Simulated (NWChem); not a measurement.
Program: NWChem. System: H5GeSi, charge 1, spin multiplicity 1, at the geometry of a parent with another charge or spin, in a state set for the comparison that need not be this species' ground state. Level: RHF/def2-SVPD.

NWChem printed:

```
             Northwest Computational Chemistry Package (NWChem) 7.3.0
             --------------------------------------------------------

                                NWChem Input Module
                                -------------------

 Scaling coordinates for geometry "geometry" by  1.889725989
 (inverse scale =  0.529177249)

 Turning off AUTOSYM since
 SYMMETRY directive was detected!

                             Geometry "geometry" -> ""
                             -------------------------

 Output coordinates in angstroms (scale by  1.889725989 to convert to a.u.)

  No.       Tag          Charge          X              Y              Z
 ---- ---------------- ---------- -------------- -------------- --------------
    1 Si                  14.0000    -0.14843300    -1.63138100     0.00000000
    2 Ge                  32.0000     0.03287300     0.73662900     0.00000000
    3 H                    1.0000     0.42116200    -2.27612600     1.22463000
    4 H                    1.0000     0.42116200    -2.27612600    -1.22463000
    5 H                    1.0000    -0.65989100     1.30643000    -1.25160900
    6 H                    1.0000    -0.65989100     1.30643000     1.25160900
    7 H                    1.0000     1.50359600     1.20661100     0.00000000

 Effective nuclear repulsion energy (a.u.)     161.5062468300

            Nuclear Dipole moment (a.u.)
            ----------------------------
        X                 Y               Z
 ---------------- ---------------- ----------------
     0.0000226767     0.0000245664     0.0000000000

      Symmetry information
      --------------------

 Group name             Cs
 Group number              2
 Group order               2
 No. of unique centers     5

      Symmetry unique atoms

     1    2    3    5    7


 Summary of "ao basis" -> "" (spherical)
 ------------------------------------------------------------------------------
       Tag                 Description            Shells   Functions and Types
 ---------------- ------------------------------  ------  ---------------------
 *                         def2-svpd                  on all atoms

 Summary of "ao basis" -> "ao basis" (spherical)
 ------------------------------------------------------------------------------
       Tag                 Description            Shells   Functions and Types
 ---------------- ------------------------------  ------  ---------------------
 Si                        def2-svpd                10       24   5s3p2d
 Ge                        def2-svpd                14       38   6s4p4d
 H                         def2-svpd                 4        8   2s2p

                                 NWChem SCF Module
                                 -----------------

  ao basis        = "ao basis"
  functions       =   102
  atoms           =     7
  closed shells   =    25
  open shells     =     0
  charge          =   1.00
  wavefunction    = RHF
  use symmetry    = T
  symmetry adapt  = T

 Summary of "ao basis" -> "ao basis" (spherical)
 ------------------------------------------------------------------------------
       Tag                 Description            Shells   Functions and Types
 ---------------- ------------------------------  ------  ---------------------
 Si                        def2-svpd                10       24   5s3p2d
 Ge                        def2-svpd                14       38   6s4p4d
 H                         def2-svpd                 4        8   2s2p

      Symmetry analysis of basis
      --------------------------

        a'         65
        a"         37

 Forming initial guess at       0.1s

      Superposition of Atomic Density Guess
      -------------------------------------

 Sum of atomic energies:       -2366.27891654

 Renormalizing density from      51.00 to     50

      Non-variational initial energy
      ------------------------------

 Total energy =   -2338.190799
 1-e energy   =   -3548.441940
 2-e energy   =    1048.744894
 HOMO         =      -0.650962
 LUMO         =      -0.403366

      Symmetry analysis of molecular orbitals - initial
      -------------------------------------------------

  Numbering of irreducible representations:
[...]
 ----------------------------------------------
         Quadratically convergent ROHF

 Convergence threshold     :          1.000E-07
 Maximum no. of iterations :          100
 Final Fock-matrix accuracy:          1.000E-09
 ----------------------------------------------

              iter       energy          gnorm     gmax       time
             ----- ------------------- --------- --------- --------
                 1    -2366.2029342451  3.29D+00  1.07D+00      1.2
                 2    -2366.4791895460  8.88D-01  2.87D-01      1.3
                 3    -2366.5117367816  6.00D-01  2.02D-01      1.3
                 4    -2366.5206394129  1.03D-01  2.91D-02      1.5
                 5    -2366.5216140950  4.27D-03  2.07D-03      1.7
                 6    -2366.5216211951  1.54D-05  4.82D-06      2.2
                 7    -2366.5216211951  9.36D-09  4.69D-09      2.7

       Final RHF  results
       ------------------

         Total SCF energy =  -2366.521621195125
      One-electron energy =  -3609.538151054296
      Two-electron energy =   1081.510283029158
 Nuclear repulsion energy =    161.506246830013

        Time for solution =      1.6s

       Symmetry analysis of molecular orbitals - final
       -----------------------------------------------

  Numbering of irreducible representations:

     1 a'          2 a"

  Orbital symmetries:

     1 a'          2 a'          3 a'          4 a'          5 a'
     6 a"          7 a'          8 a'          9 a'         10 a'
    11 a"         12 a'         13 a"         14 a'         15 a'
    16 a'         17 a"         18 a'         19 a"         20 a'
    21 a'         22 a"         23 a'         24 a"         25 a'
    26 a'         27 a'         28 a'         29 a"         30 a'
    31 a"         32 a'         33 a'         34 a'         35 a"

             Final eigenvalues
             -----------------

              1
    1 -405.3998
    2  -69.0654
    3  -52.3265
    4  -46.4284
    5  -46.4273
    6  -46.4273
    7   -7.3813
    8   -6.4317
    9   -5.3613
   10   -5.3580
   11   -5.3577
   12   -4.5417
   13   -4.5382
   14   -4.5382
   15   -1.8345
   16   -1.8320
   17   -1.8320
   18   -1.8283
   19   -1.8281
   20   -0.9705
   21   -0.8788
   22   -0.7314
   23   -0.6582
   24   -0.6472
   25   -0.6348
   26   -0.2558
   27   -0.0799
   28   -0.0762
   29   -0.0740
   30   -0.0452
   31   -0.0393
   32   -0.0381
   33   -0.0013
   34    0.0066
   35    0.0343

                       ROHF Final Molecular Orbital Analysis
                       -------------------------------------

 Vector   23  Occ=2.000000D+00  E=-6.582337D-01  Symmetry=a'
              MO Center=  6.0D-01,  7.6D-01,  6.9D-13, r^2= 2.6D+00
   Bfn.  Coefficient  Atom+Function         Bfn.  Coefficient  Atom+Function
  ----- ------------  ---------------      ----- ------------  ---------------
    95      0.370300  7 H  s                 37      0.314236  2 Ge px
    40      0.206072  2 Ge px                34     -0.190701  2 Ge px
    96      0.186217  7 H  s

 Vector   24  Occ=2.000000D+00  E=-6.471565D-01  Symmetry=a"
              MO Center= -4.0D-01,  9.7D-01, -4.5D-13, r^2= 2.6D+00
   Bfn.  Coefficient  Atom+Function         Bfn.  Coefficient  Atom+Function
  ----- ------------  ---------------      ----- ------------  ---------------
    39      0.327646  2 Ge pz                79     -0.306853  5 H  s
    87      0.306853  6 H  s                 42      0.232246  2 Ge pz
    36     -0.198220  2 Ge pz                80     -0.158854  5 H  s
    88      0.158854  6 H  s

 Vector   25  Occ=2.000000D+00  E=-6.348049D-01  Symmetry=a'
              MO Center= -1.6D-01, -2.9D-01,  2.4D-12, r^2= 3.4D+00
   Bfn.  Coefficient  Atom+Function         Bfn.  Coefficient  Atom+Function
  ----- ------------  ---------------      ----- ------------  ---------------
    13      0.329757  1 Si py                10      0.294102  1 Si py
    38     -0.271312  2 Ge py                29     -0.186084  2 Ge s
     4      0.178279  1 Si s                 79     -0.175883  5 H  s
    87     -0.175883  6 H  s                 35      0.161698  2 Ge py
     3      0.155918  1 Si s                 41     -0.155715  2 Ge py

 Vector   26  Occ=0.000000D+00  E=-2.558183D-01  Symmetry=a'
              MO Center= -4.4D-01, -1.5D+00, -5.5D-13, r^2= 3.1D+00
   Bfn.  Coefficient  Atom+Function         Bfn.  Coefficient  Atom+Function
  ----- ------------  ---------------      ----- ------------  ---------------
    12      0.611712  1 Si px                 9      0.323269  1 Si px
     3     -0.190388  1 Si s                  6     -0.181116  1 Si px

 Vector   27  Occ=0.000000D+00  E=-7.988635D-02  Symmetry=a'
              MO Center= -1.9D-01, -1.0D+00,  4.0D-13, r^2= 9.6D+00
   Bfn.  Coefficient  Atom+Function         Bfn.  Coefficient  Atom+Function
  ----- ------------  ---------------      ----- ------------  ---------------
     4      2.443240  1 Si s                  5     -2.310343  1 Si s
    29      2.203910  2 Ge s                 30     -1.467716  2 Ge s
    13     -0.426234  1 Si py                64     -0.305076  3 H  s
    72     -0.305076  4 H  s                 41      0.262215  2 Ge py
    80     -0.257049  5 H  s                 88     -0.257049  6 H  s

 Vector   28  Occ=0.000000D+00  E=-7.624714D-02  Symmetry=a'
              MO Center= -1.6D-01, -1.1D+00, -8.5D-14, r^2= 1.1D+01
   Bfn.  Coefficient  Atom+Function         Bfn.  Coefficient  Atom+Function
  ----- ------------  ---------------      ----- ------------  ---------------
     5     -2.635860  1 Si s                 29     -2.531108  2 Ge s
    30      2.444049  2 Ge s                  4      2.401146  1 Si s
    80      0.366931  5 H  s                 88      0.366931  6 H  s
    96      0.331741  7 H  s                 64     -0.263633  3 H  s
    72     -0.263633  4 H  s                 24      0.253123  1 Si d  2

 center of mass
 --------------
 x =  -0.01216660 y =   0.14266817 z =   0.00000000

 moments of inertia (a.u.)
 ------------------
         483.845811110911         -24.194560712328           0.000000000000
         -24.194560712328          37.089328499623           0.000000000000
           0.000000000000           0.000000000000         476.793398161632

  Mulliken analysis of the total density
  --------------------------------------

    Atom       Charge   Shell Charges
 -----------   ------   -------------------------------------------------------
    1 Si  14    13.51   2.00  1.99  1.14  0.13  0.01  5.94  1.05  1.10  0.12  0.03
    2 Ge  32    31.58   2.00  2.00  2.00  1.05  0.09  0.02  6.00  5.98  1.35  0.96  8.15  1.80  0.17  0.02
    3 H    1     0.93   0.70  0.24  0.01 -0.02
    4 H    1     0.93   0.70  0.24  0.01 -0.02
    5 H    1     1.02   0.70  0.32  0.01 -0.01
    6 H    1     1.02   0.70  0.32  0.01 -0.01
    7 H    1     1.00   0.68  0.32  0.01 -0.01

       Multipole analysis of the density wrt the origin
       ------------------------------------------------

     L   x y z        total         open         nuclear
     -   - - -        -----         ----         -------
     0   0 0 0      1.000000      0.000000     51.000000

     1   1 0 0     -0.386421      0.000000      0.000023
     1   0 1 0     -2.069313      0.000000      0.000025
     1   0 0 1     -0.000000      0.000000      0.000000

     2   2 0 0    -20.359312      0.000000     13.675396
     2   1 1 0      2.692282      0.000000      8.348486
     2   1 0 1     -0.000000      0.000000      0.000000
     2   0 2 0    -12.371218      0.000000    249.454900
     2   0 1 1      0.000000      0.000000      0.000000
     2   0 0 2    -22.466305      0.000000     21.899507

 Task  times  cpu:        2.7s     wall:        2.7s

 Total times  cpu:        2.7s     wall:        2.7s
```

Question: Write an NWChem input that would produce this output.

Answer: One answer among several that fit: 
```
start mol
memory heap 200 mb stack 900 mb global 1100 mb
charge 1
geometry units angstroms nocenter noautoz
  Si    -0.148433    -1.631381     0.000000
  Ge     0.032873     0.736629     0.000000
  H      0.421162    -2.276126     1.224630
  H      0.421162    -2.276126    -1.224630
  H     -0.659891     1.306430    -1.251609
  H     -0.659891     1.306430     1.251609
  H      1.503596     1.206611     0.000000
  symmetry group Cs
end
basis spherical
  * library def2-svpd
end
scf
  rhf
  nopen 0
  maxiter 100
  thresh 1e-7
  semidirect memsize 60000000 filesize 0
end
task scf energy
```
